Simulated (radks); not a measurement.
Question: These are the eigenvalues of the occupied orbitals of an atom or ion with whole-number occupations (eV). Calculated with a radial shooting solver on a logarithmic mesh with Libxc functionals: scalar-relativistic Kohn-Sham, OLYP, spin-polarised, spherical densities, finite nucleus; Fermi nuclear charge, rms radius of each element as measured or else 0.836 A^(1/3) + 0.57 fm.

| orbital | eigenvalue |
|---|---|
| 1s up | -83166.96 |
| 1s down | -83166.93 |
| 2s up | -14781.09 |
| 2s down | -14780.89 |
| 2p up | -12757.91 |
| 2p down | -12757.74 |
| 3s up | -3538.787 |
| 3s down | -3538.681 |
| 3p up | -2953.879 |
| 3p down | -2953.765 |
| 3d up | -2337.883 |
| 3d down | -2337.719 |
| 4s up | -808.7380 |
| 4s down | -808.5335 |
| 4p up | -616.7949 |
| 4p down | -616.5962 |
| 4d up | -388.8937 |
| 4d down | -388.6570 |
| 5s up | -157.4173 |
| 5s down | -156.1681 |
| 4f up | -135.9299 |
| 4f down | -135.6104 |
| 5p up | -105.4061 |
| 5p down | -103.8685 |
| 5d up | -46.5985 |
| 5d down | -44.5799 |
| 6s up | -36.2869 |

Which element is it, and in what charge state? The configuration may be excited. Open shells, if any, are filled with parallel spins first.

Answer: Z = 80, mercury, charge +3: Hg3+ in [Xe] 4f14 5d8 6s1. The list shows which subshells hold electrons but not how many an open one holds; the 1s level, -3056.3 hartree, gives Z - s = 78.2 by -(Z - s)^2/2, which with screening and relativity narrows Z to a few neighbours, and the depths of the outer levels then fix element, charge and occupations together.
